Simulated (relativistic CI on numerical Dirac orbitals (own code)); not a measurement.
Hyperfine structure of Bi X, mass number 207

Computed by Dirac-Coulomb-Breit CI, separate exchange-only KLI orbitals for each configuration, model QED, unscaled Slater integrals (own radial code, finite nucleus).

Configuration list (outside the closed core [Kr] 4d10 4f14 5s2): 5p6.5d6, 5p6.5d5.6s, 5p6.5d5.5f, 5p5.5d7, 5p6.5d5.6p, 5p6.5d5.5g, 5p6.5d4.6s.6p, 5p6.5d5.6d, 5p6.5d5.7p, 5p6.5d4.6s2, 5p6.5d3.5f.6s2, 5p6.5d3.6s2.6p, 5p6.5d3.5g.6s2, 5p6.5d3.6s2.6d. Double excitations out of closed p, d and f shells are left out; levels of such configurations are missing from the list, as are those of other unlisted configurations, and high levels can miss mixing partners.

Nuclear spin I = 9/2, μ = 4.0729 μN, Q = -0.76 b (tables of Stone and Pyykkö). The electronic factors are computed for point nuclear moments, without core polarisation or the Bohr-Weisskopf and QED corrections.

| Level | E (eV) | A (MHz) | B (MHz) |
| --- | --- | --- | --- |
| 5p6.5d6 5D_4 | 0.0000 | 1460 | -2760 |
| 5p6.5d6 5D_3 | 2.3440 | 865.1 | -351 |
| 5p6.5d6 5D_1 | 3.0467 | 1234 | 880 |
| 5p6.5d6 3G_5 | 4.7197 | 2141 | -1180 |
| 5p6.5d6 3H_6 | 4.7860 | 2366 | 2370 |
| 5p6.5d6 3D_1 | 7.3122 | 2441 | -1370 |

Levels with J = 0, under 50 % of one LS term, or S terms without an open s electron are left out. Small factors come from cancelling terms and can be off by tens of per cent or more.

At this charge energies of transitions that change n are usually good to better than 1 %, and those within a shell (Δn = 0) to a few per cent. Terms inside the open d or f shell come out 10 to 20 % too wide with unscaled integrals. Levels and lines within the n = 5 or 6 shells can be off by up to 10 % or somewhat more, and those that change n by about 2 %, since core polarisation is missing.

(1) Give the hyperfine levels of 5p6.5d6 5D_4 relative to its centre of gravity.

Answers

(1) With K = F(F + 1) − I(I + 1) − J(J + 1), E = AK/2 + B[¾K(K + 1) − I(I + 1)J(J + 1)]/[2I(2I − 1)J(2J − 1)]: F = 1/2: -33390, F = 3/2: -30940, F = 5/2: -26900, F = 7/2: -21330, F = 9/2: -14320, F = 11/2: -5968, F = 13/2: 3577, F = 15/2: 14160, F = 17/2: 25600 MHz.

LS names give the leading component of a level, which can be under half, so a name can repeat, a term be missing and a line seem to break the LS rules.
